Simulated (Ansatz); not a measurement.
Mulliken charges of `FB(Cl)OC(F)(F)F` from r2SCAN/def2-TZVPP in Ansatz (PBE0-D4/def2-TZVP geometry).

```csv
atom,x (Å),y (Å),z (Å),charge (e)
F1,-0.076,-1.329,1.338,-0.216
B2,0.849,-0.874,0.525,0.475
Cl3,2.453,-1.537,0.555,-0.100
O4,0.586,0.128,-0.365,-0.281
C5,-0.624,0.729,-0.489,0.600
F6,-0.993,1.320,0.643,-0.161
F7,-1.569,-0.141,-0.831,-0.161
F8,-0.535,1.647,-1.433,-0.155
```

Problem. By hand: the dipole of these point charges (1 e Å = 4.8032 D).

Solution. Σ q r = (0.131, -0.018, -0.034) e Å, of length 0.137 e Å = 0.66 D.

Problem. How does the dipole of the full density compare? (Estimate.)

Solution. Ansatz gave: (0.087, -0.044, 0.009) e Å, 0.47 D; the point charges give 1.40 times that, at 27° from its direction.

Point charges leave out the atoms' own dipoles, such as those of lone pairs, and Mulliken's split depends on the basis, so the two needn't agree.
